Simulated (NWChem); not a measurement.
System: BH$_{2}$OI; SMILES IBO

NWChem input:

```
start job
memory heap 200 mb stack 900 mb global 1100 mb
geometry units angstroms noautoz
  B     -0.582137     1.487997     0.000000
  H     -1.761359     1.717162     0.000000
  I      0.063070    -0.566557     0.000000
  O      0.295108     2.493035     0.000000
  H      1.220998     2.220410     0.000000
end
basis spherical
  * library def2-svp
end
ecp
  I library def2-ecp
end
dft
  xc xwpbe 1.00 cpbe96 1.0 hfexch 1.00
  cam 0.05 cam_alpha 0.0 cam_beta 1.0
  iterations 150
  vectors input atomic output neutral.movecs
end
task dft energy
charge 1
dft
  odft
  mult 2
  vectors input atomic output cation.movecs
end
task dft energy
```

The geometry was optimised at PBE0/def2-SVP. def2 effective core potentials on I; no spin-orbit coupling.

Ions are spin-unrestricted doublets at the neutral geometry; other ion states weren't tried. Functional: LC-ωPBE (HJS hole) with def2-SVP; the question gives the range parameter ω in 1/bohr.

Give the results of this calculation. (LC-wPBE (HJS exchange hole, range parameter 0.05 per bohr)/def2-SVP with def2 effective core potentials on I, vertical spin-unrestricted ions.) Quantities: vertical ionisation energy, ΔSCF (eV); −ε(HOMO) (eV).


```
Item                                   Result
-------------------------------------  ------
vertical ionisation energy, ΔSCF (eV)    9.96
−ε(HOMO) (eV)                            7.20
```
